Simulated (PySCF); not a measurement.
# Electron correlation in Gd(46+) (gadolinium, charge +46)

[Ar], closed-shell 1S. Computed with PySCF 2.14 in an uncontracted even-tempered set (16 s from 10 bohr⁻², ratio 2.5; 10 p from 13 bohr⁻², ratio 2.5; 4 d from 56 bohr⁻², ratio 2.7; 4 f from 83 bohr⁻², ratio 2.7), with the non-relativistic Hamiltonian (point nucleus). Frozen: 1s2; 16 electrons correlated; the 17 highest virtual orbitals of each spin left out.

```
  level  correlation energy (mhartree)
   CCSD                        -630.61
    (T)                          -0.97
CCSD(T)                        -631.58
```

Diagnostics: T1 = 0.00024, D1 = 0.0005, largest double amplitude 0.014.

Q: Is a single reference adequate?

A: Yes, within this model without spin-orbit coupling: T1 lies below 0.03 and no double amplitude reaches 0.07.

At this charge a non-relativistic calculation is a model, useful for the Z dependence of the correlation energy.
